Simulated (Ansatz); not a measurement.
Gas-phase electronic energies from Ansatz, PBE0-D4/def2-TZVP geometries. CCSD(T)/CBS is the MP2 limit (def2-TZVPP, def2-QZVPP) plus CCSD(T) − MP2 in def2-TZVPP, frozen cores. This one scheme is used for every species. Functionals use def2-TZVPP. B3LYP here is the variant with VWN-RPA as its local correlation; programs differ in this. Open shells (•) are unrestricted, without spin–orbit coupling. Each species was taken in one conformer, which may not be the lowest.

Consider the homolysis of the O–Si bond: `BO[SiH2]S` → `B[O]`• + `[SiH2]S`•.

Problem. What is ΔE at CCSD(T)/CBS? (Estimate.)

Solution. The calculation gave: +476.5 kJ/mol.

Problem. What do these levels give: LDA (SPW92), B3LYP-D4, ωB97X-V, B2PLYP, SCS-MP2/def2-QZVPP, HF/CBS(def2)? (Best estimate.)

Solution. The calculation gave: LDA (SPW92) 458.9, B3LYP-D4 431.3, ωB97X-V 459.8, B2PLYP 451.5, SCS-MP2/def2-QZVPP 515.3, HF/CBS(def2) 371.7 kJ/mol.

Largest T1 diagnostic among the species: 0.040.

From BLYP to BHLYP (50 % exact exchange), in def2-TZVPP and without D4, ΔE moves by +49.4 kJ/mol. At CCSD(T), def2-SVP lies −48.2 kJ/mol from the extrapolated value and def2-TZVPP −15.0 kJ/mol: correlation converges slowly with the basis, and small sets miss more of it in the bonded molecule than in its fragments. In def2-TZVPP, CCSD(T) changes the Hartree–Fock value by +90.9 kJ/mol (the triples alone add +3.7 kJ/mol) and MP2 by +143.5 kJ/mol; breaking electron pairs costs correlation energy, which Hartree–Fock lacks.
